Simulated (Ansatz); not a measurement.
Relaxation of a periodic cell of 17 atoms, CuSi₁₆ (host Si, host structure diamond, interstitial Cu), cell charge +1, to a largest force component of 0.03 eV/Å in at most 60 steps.

Computed with DFT PBE, scalar-relativistic, plane waves, PAW (Ansatz 0.2.0). Settings: PAW set soft_1, cutoff 420 eV, k mesh 2x2x2, gaussian smearing 0.02 eV, no spin polarisation.

```xyz
17
Lattice="0.0000 5.4300 5.4300 5.4300 0.0000 5.4300 5.4300 5.4300 0.0000" Properties=species:S:1:pos:R:3
Si 0.000 0.000 0.000
Si 1.357 1.357 1.357
Si 2.715 2.715 0.000
Si 4.072 4.072 1.357
Si 2.715 0.000 2.715
Si 4.072 1.357 4.072
Si 5.430 2.715 2.715
Si 6.787 4.072 4.072
Si 0.000 2.715 2.715
Si 1.357 4.072 4.072
Si 2.715 5.430 2.715
Si 4.072 6.787 4.072
Si 2.715 2.715 5.430
Si 4.072 4.072 6.787
Si 5.430 5.430 5.430
Si 6.787 6.787 6.787
Cu 6.107 6.143 8.830
```

Problem. Where does it end, and by what steps?

Solution. The forces met the threshold. The force dipped under the threshold on the way, but the program's further checks kept it going. Limits of this set-up: a small cell, in which the defect meets its images, charged cell in a uniform background, uncorrected. After 23 steps the energy has fallen by 0.663 eV; Cu17 moved furthest, 0.60 Å. Joined: Si3–Cu17 (3.50 → 2.66 Å).

```
step  energy less start (eV)  largest force component (eV/Å)  accepted
   0                  0.0000                           1.922       yes
   1                 -0.4779                           0.788       yes
   2                 -0.6029                           0.073       yes
   3                 -0.6070                           0.032       yes
   4                 -0.6073                           0.005       yes
   5                 -0.6094                           0.071       yes
   6                 -0.6124                           0.074       yes
   7                 -0.6152                           0.044       yes
   8                 -0.6162                           0.022       yes
   9                 -0.6165                           0.014       yes
  10                 -0.6171                           0.021       yes
  11                 -0.6185                           0.031       yes
  12                 -0.6259                           0.050       yes
  13                 -0.6341                           0.063       yes
  14                 -0.6536                           0.056       yes
  15                 -0.6575                           0.070       yes
  16                 -0.6603                           0.030       yes
  17                 -0.6603                           0.030       yes
  18                 -0.6605                           0.020       yes
  19                 -0.6607                           0.020       yes
  20                 -0.6613                           0.058       yes
  21                 -0.6620                           0.033       yes
  22                 -0.6627                           0.024       yes
  23                 -0.6629                           0.008       yes
```

```xyz
17
Lattice="0.0000 5.4300 5.4300 5.4300 0.0000 5.4300 5.4300 5.4300 0.0000" Properties=species:S:1:pos:R:3
Si -0.109 -0.108 0.082
Si 1.287 1.289 1.355
Si 2.580 2.581 -0.157
Si 3.890 3.894 1.256
Si 2.717 0.027 2.708
Si 4.025 1.360 4.108
Si 5.380 2.770 2.638
Si 6.736 4.104 4.008
Si 0.025 2.719 2.708
Si 1.358 4.026 4.109
Si 2.766 5.382 2.638
Si 4.101 6.739 4.008
Si 2.796 2.796 5.473
Si 4.130 4.133 6.831
Si 5.455 5.457 5.419
Si 6.821 6.825 6.731
Cu 6.449 6.451 9.216
```

Time of the run: 2.2 min on 1 thread of Arm Neoverse V2, with other jobs on the host, peak memory 0.56 GiB.
